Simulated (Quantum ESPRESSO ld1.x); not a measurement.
The numbers below are computed, except where a source is named.
Species: the cerium ion Ce11+. Configuration: [Kr] 4d10 5s1. Level of theory: Dirac Kohn-Sham, relativistic LDA (MacDonald-Vosko exchange, VWN5 correlation), spin-unpolarised, spherical densities, point nucleus (ld1.x of Quantum ESPRESSO 7.5).

Normalised radial functions P(r) = r R(r) (large component), r in bohr:

r,4p1/2,4d5/2
0.001136,0.0060,0.0000
0.001694,0.0098,0.0000
0.002528,0.0165,0.0001
0.003771,0.0287,0.0002
0.005671,0.0513,0.0006
0.00846,0.0913,0.0018
0.01262,0.1601,0.0055
0.01898,0.2713,0.0163
0.02831,0.4166,0.0451
0.04224,0.5449,0.1151
0.06301,0.5159,0.2609
0.09476,0.1367,0.5026
0.1414,-0.5191,0.7272
0.2109,-0.8214,0.6370
0.3171,-0.0353,-0.0635
0.4731,1.1834,-1.0020
0.7058,1.3351,-1.2890
1.053,0.5718,-0.7554
1.583,0.0830,-0.1849
2.362,0.0030,-0.0143
3.524,0.0000,-0.0002

4p1/2: eigenvalue -392.88 eV, 2 radial nodes at r = 0.104, 0.321 bohr, <r> = 0.648 bohr, 90 % of the charge inside 0.941 bohr. 4d5/2: eigenvalue -276.52 eV, 1 radial node at r = 0.309 bohr, <r> = 0.724 bohr, 90 % of the charge inside 1.08 bohr.
